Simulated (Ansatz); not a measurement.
Relaxation of CH$_{4}$BFO (8 atoms, charge 0, multiplicity 1), to a largest force component of 0.015 eV/Å in at most 40 steps.

The calculation used RKS r2SCANh-D4/def2-SVP (Ansatz).

```xyz
8
Properties=species:S:1:pos:R:3
O -1.170 0.683 -0.144
C 0.141 0.447 -0.009
B 0.611 1.153 1.324
F -0.207 1.861 2.144
H -1.290 1.709 -0.224
H 0.704 0.856 -0.887
H 0.371 -0.653 0.064
H 1.815 1.050 1.618
```

Where does it end, and by what steps?

The run converged. After 12 steps the energy has fallen by 0.540 eV; H5 moved furthest, 0.38 Å.

| step | energy less start (eV) | largest force component (eV/Å) | accepted |
| --- | --- | --- | --- |
| 0 | 0.0000 | 4.104 | yes |
| 1 | -0.4725 | 1.154 | yes |
| 2 | -0.4847 | 0.711 | yes |
| 3 | -0.5045 | 0.861 | yes |
| 4 | -0.5294 | 0.190 | yes |
| 5 | -0.5331 | 0.202 | yes |
| 6 | -0.5293 | 0.776 | no |
| 7 | -0.5377 | 0.073 | yes |
| 8 | -0.5355 | 0.580 | no |
| 9 | -0.5395 | 0.018 | yes |
| 10 | -0.5402 | 0.027 | yes |
| 11 | -0.5403 | 0.027 | yes |
| 12 | -0.5403 | 0.013 | yes |

```xyz
8
Properties=species:S:1:pos:R:3
O -1.197 0.730 -0.351
C 0.150 0.498 -0.024
B 0.670 1.144 1.296
F -0.134 1.979 1.947
H -1.467 1.550 0.076
H 0.847 0.831 -0.830
H 0.327 -0.593 0.028
H 1.778 0.969 1.743
```

Whether the end is a true minimum wasn't checked by a vibrational analysis.

Run time: 17 s on 1 thread of AMD EPYC 9R45 96-Core Processor (Zen 5), with other jobs on the host, peak memory 0.17 GiB.
